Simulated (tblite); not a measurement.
Compound: C5H7F3.
Geometry (GFN2-xTB, Å), atoms numbered from 1 in this order:
```
atom  x, y, z in Å
C1    -2.2665    0.4331    0.0631
C2    -1.2203   -0.4732    0.7039
F3    -1.2951   -1.7244    0.1234
C4     0.1589    0.0899    0.5582
C5     1.1257   -0.4711   -0.1474
C6     2.4987    0.1112   -0.2815
F7     2.7902    0.3611   -1.5863
F8     2.6230    1.2951    0.3654
H9    -3.2518   -0.0145    0.1637
H10   -2.0445    0.5605   -0.9934
H11   -2.2621    1.4036    0.5492
H12   -1.4456   -0.6276    1.7694
H13    0.3208    1.0210    1.0821
H14    0.9794   -1.3942   -0.6879
H15    3.2847   -0.5626    0.1019
```

Method: GFN2-xTB as coded in tblite; computed harmonic values from a numerical Hessian at the method's own geometry, unscaled. Errors from tens to a few hundred cm⁻¹ against measured bands are possible. One conformer, not necessarily the lowest.

Harmonic wavenumbers (cm⁻¹): 30.9, 88.7, 107.2, 133.5, 188.0, 222.4, 350.3, 392.3, 442.8, 489.3, 550.7, 699.3, 776.6, 861.4, 929.6, 972.7, 1004.4, 1016.1, 1039.3, 1089.5, 1118.0, 1148.1, 1220.5, 1255.0, 1261.8, 1272.4, 1288.0, 1297.7, 1393.4, 1469.1, 1483.0, 1727.2, 2854.9, 2880.2, 3051.1, 3053.9, 3062.8, 3084.5, 3102.6.

A = 4153, B = 906.4, C = 846.8 MHz; mass 124.050 u (most abundant isotopes); point group C1, symmetry number 1.

Problem. What is the zero-point energy?

Solution. Half the sum of the wavenumbers: 24205 cm⁻¹ = 289.55 kJ/mol.

Problem. Give the ideal-gas entropy at 200 K and 1 bar in the rigid-rotor, harmonic-oscillator model (classical rotation).

Solution. Translation 160.68, rotation 116.36, vibration 73.35: S = 350.4 J/(mol K).

Problem. And Cp and H(200 K) − H(0)?

Solution. Cp = 104.00 J/(mol K), of which vibrations give 70.74 (their classical limit is 39 R = 324.3); H(200 K) − H(0) = 14.26 kJ/mol without the zero-point energy, 7.61 from vibrations.

Problem. Blend soft modes into free rotors: weight 1/[1 + (100 cm⁻¹/ν̃)⁴] for the oscillator and the rest for a rotor with moment μB/(μ + B), μ = h/(8π²ν), B = 10⁻⁴⁴ kg m². What vibrational entropy results?

Solution. 66.80 J/(mol K) in place of 73.35, which changes −T·S at 200 K by +1.31 kJ/mol.

Problem. What must be added to the electronic energy to get the Gibbs energy at 200 K and 1 bar?

Solution. ZPE + [H(200 K) − H(0)] − T·S = 289.55 + 14.26 − 70.08 = 233.73 kJ/mol.

Hindered rotation and anharmonicity are outside this model. Other conformers, if any are populated, would add a mixing term that is left out. The structure is chiral; the term R ln 2 for an equal mix with its mirror image is left out.
